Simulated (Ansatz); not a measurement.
SnCl₄⁻, relaxed as a doublet with UKS B3LYP-D4/def2-SVPD in Ansatz, starting from the B3LYP-D4/def2-SVP geometry of the neutral singlet. Force threshold 0.02 eV/Å.

In the def2 sets Sn takes a core potential; there is no spin–orbit coupling.

Start:

Cartesian coordinates in Å:
```
Sn 0.000 0.000 0.000
Cl 1.754 -0.086 1.538
Cl -1.515 1.658 0.639
Cl -1.086 -2.066 -0.058
Cl 0.847 0.494 -2.119
```

Task: Estimate the energy that the relaxation releases and the steps that it takes.

Result: 0.95 eV, in 3 steps; 29 s on 2 threads of Arm Neoverse V2 on a shared host. No frequencies were taken in this run, so the end may be a saddle point.

Task: Does the start keep its bonding and symmetry?

Result: By distances, no bond broke or formed. The bond that changes most is Sn1–Cl4, from 2.33 to 2.54 Å (atoms count from 1). Point group Td at the start, Td at the end, both within 0.05 Å.

Task: Predict the relaxed structure.

Result: 
```xyz
5

Sn    0.000    0.000    0.000
Cl    1.907   -0.094    1.672
Cl   -1.646    1.802    0.695
Cl   -1.181   -2.246   -0.064
Cl    0.920    0.537   -2.303
```
Bond lengths: 4 × Cl–Sn 2.54 Å.
